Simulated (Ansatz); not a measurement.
This geometry of CH5AlB2 (9 atoms, charge 0, multiplicity 1) is a first-order saddle point.

Level of theory: RKS PBE/def2-SVP (Ansatz 0.2.0).

```xyz
9
Properties=species:S:1:pos:R:3
B -0.198 1.778 -1.323
B -0.494 0.306 -0.704
C -0.623 -0.931 -0.059
Al 0.610 -1.272 1.427
H -0.837 2.236 -2.252
H 0.691 2.475 -0.862
H -1.352 -1.725 -0.301
H 0.193 -0.870 2.918
H 2.011 -1.997 1.156
```

Q: Which two structures does it join? (They come from a converged band through this point; their orientation in space is the band's.)

A: No bond is made or broken. The dihedral H7–C3–Al4–H9 goes from 0 to 180°. The two ends are copies of one structure, up to a mirror image or an exchange of like atoms.

Image 0:

```xyz
9
Properties=species:S:1:pos:R:3
B -0.146 1.704 -1.202
B -0.541 0.204 -0.675
C -0.749 -1.054 -0.108
Al 0.599 -1.137 1.310
H -0.745 2.218 -2.129
H 0.752 2.342 -0.686
H -1.423 -1.907 -0.266
H 1.585 0.096 1.555
H 0.669 -2.466 2.199
```

Image 8:

```xyz
9
Properties=species:S:1:pos:R:3
B -0.145 1.700 -1.206
B -0.542 0.201 -0.678
C -0.748 -1.056 -0.107
Al 0.598 -1.135 1.313
H -0.752 2.225 -2.122
H 0.766 2.324 -0.695
H -1.430 -1.902 -0.263
H 0.656 -2.450 2.222
H 1.597 0.093 1.536
```

Q: How far does it lie above each of them?

A: 0.229 eV above the first and 0.229 eV above the second. This is the barrier of this one path; another mechanism may lie lower.

Run time: 3.5 min on 1 thread of Arm Neoverse V2, on a shared host, peak memory 0.11 GiB.
